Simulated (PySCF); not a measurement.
B(CCH)3 (C6H3B), SMILES C#CB(C#C)C#C.

Geometry optimised at PBE0-D3(BJ)/def2-SVP.

Calculation: PBE/def2-TZVP in PySCF.

Computed frontier levels, gap, dipole moment and polarisability:
```json
{
 "highest_occupied_level": "-6.82 eV",
 "lowest_empty_level": "-3.67 eV",
 "orbital_gap": "3.15 eV",
 "dipole_moment": "0.00 D",
 "quadrupole, principal values (traceless, Buckingham form, about the centre of nuclear charge)": "-11.06, 5.53, 5.53 D·Å",
 "mean_static_polarisability": "86.6 bohr³ (12.83 Å³)",
 "polarisability_principal_values": "43.7, 108.0, 108.0 bohr³"
}
```
